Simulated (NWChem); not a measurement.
MgHSeBr; SMILES [SeH][Mg][Br]

```xyz
4

Mg     0.0011    -0.0313     0.0000
Br     0.0118    -2.3916     0.0000
Se     0.0304     2.4030     0.0000
H     -1.4581     2.3822     0.0000
```
Atoms are numbered in this order, from 1.

Program: NWChem. Geometry: optimised at PBE-D3(BJ)/def2-SVP. Total energies compare along this basis series because the functional is fixed.

```json
[
 {"level": "PBE/cc-pVDZ", "basis functions": "77", "energy (Ha)": "-5175.5778", "highest occupied level (eV)": "-5.86", "orbital gap (eV)": "3.47", "dipole (D)": "0.96"},
 {"level": "PBE/aug-cc-pVDZ", "basis functions": "108", "energy (Ha)": "-5175.5848", "highest occupied level (eV)": "-6.03", "orbital gap (eV)": "3.49", "dipole (D)": "0.91"},
 {"level": "PBE/cc-pVTZ", "basis functions": "134", "energy (Ha)": "-5175.7346", "highest occupied level (eV)": "-6.01", "orbital gap (eV)": "3.56", "dipole (D)": "0.90"},
 {"level": "PBE/aug-cc-pVTZ", "basis functions": "191", "energy (Ha)": "-5175.7360", "highest occupied level (eV)": "-6.04", "orbital gap (eV)": "3.56", "dipole (D)": "0.88"},
 {"level": "PBE/cc-pVQZ", "basis functions": "225", "energy (Ha)": "-5175.7428", "highest occupied level (eV)": "-6.03", "orbital gap (eV)": "3.56", "dipole (D)": "0.89"}
]
```
